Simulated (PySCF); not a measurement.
BeCl, SMILES [Be][Cl], multiplicity 2. Atoms are numbered in the order given.

```xyz
2

Be     0.0000     0.0000    -1.4683
Cl     0.0000     0.0000     0.3455
```
Charge 0, spin multiplicity 2.

Geometry: B3LYP-D3(BJ)/def2-TZVPD. The spin state was assumed, not searched.

All values below come from PySCF with PBE0/def2-TZVPD.

Mulliken values depend strongly on the basis, most of all with diffuse functions as here. ESP charges are fitted to the potential on shells at 1.4 to 2.0 van der Waals radii. Atomic charges (e):

```csv
atom,Mulliken,ESP fit,meta-Löwdin,Mulliken spin
Be1,-0.02,0.15,[?],0.96
Cl2,0.02,-0.15,[?],0.04
```

Some entries are withheld; supply them. (Estimate from the structure and the level; the computed values follow.)


- Be1, meta-Löwdin: 0.77
- Cl2, meta-Löwdin: -0.77
